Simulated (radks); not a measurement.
Task: The table gives one normalised radial function P(r) = r R(r) (large component) of Ba in [Xe] 6s1 6p1 (r in bohr). All-electron calculation, Dirac Kohn-Sham, PBE, spin-unpolarised, spherical densities, point nucleus; open shells are shared between the two j in proportion to 2j + 1. Program: a radial shooting solver on a logarithmic mesh with Libxc functionals.

r           P
0.00145    0.0007
0.001702   0.0008
0.001997   0.0010
0.002325   0.0012
0.002728   0.0015
0.003201   0.0019
0.003757   0.0024
0.004409   0.0030
0.005173   0.0038
0.006071   0.0048
0.007124   0.0060
0.008361   0.0076
0.009811   0.0096
0.01142    0.0119
0.0134     0.0149
0.01573    0.0185
0.01846    0.0227
0.02166    0.0275
0.02542    0.0329
0.02983    0.0384
0.03501    0.0438
0.04108    0.0483
0.04821    0.0511
0.05657    0.0509
0.06586    0.0468
0.07729    0.0374
0.0907     0.0221
0.1064     0.0013
0.1249    -0.0233
0.1466    -0.0478
0.172     -0.0671
0.2019    -0.0752
0.2369    -0.0667
0.278     -0.0397
0.3236     0.0004
0.3798     0.0493
0.4457     0.0916
0.523      0.1127
0.6137     0.1014
0.7202     0.0556
0.8452    -0.0158
0.9918    -0.0950
1.164     -0.1603
1.366     -0.1928
1.603     -0.1803
1.866     -0.1244
2.19      -0.0270
2.57       0.0935
3.016      0.2176
3.539      0.3276
4.153      0.4113
4.873      0.4562
5.719      0.4520
6.711      0.3997
7.876      0.3152
9.169      0.2270
10.76      0.1437
12.63      0.0798
14.82      0.0380
17.39      0.0153
20.41      0.0051

Which n and l does it have? It may be an empty orbital.

Result: n = 6, l = 1: the number of nodes gives n - l - 1 = 4, the rise at small r points to l (for j = l - 1/2 the large component starts as r^gamma with gamma = sqrt(l^2 - (Z/c)^2) = 0.91 and the r^(l+1) term takes over further out; the orbital of l - 1 with the same j starts with the same power, but with a larger coefficient, and does not steepen), and the extent must fit the shell. The curve is that of 6p1/2; the two j differ most near the nucleus, where j = l - 1/2 has the larger amplitude, and in heavy atoms j = l - 1/2 is also the more compact. 6p1/2: eigenvalue -1.838 eV, 4 radial nodes at r = 0.107, 0.323, 0.818, 2.27 bohr, <r> = 6.06 bohr, 90 % of the charge inside 8.92 bohr.
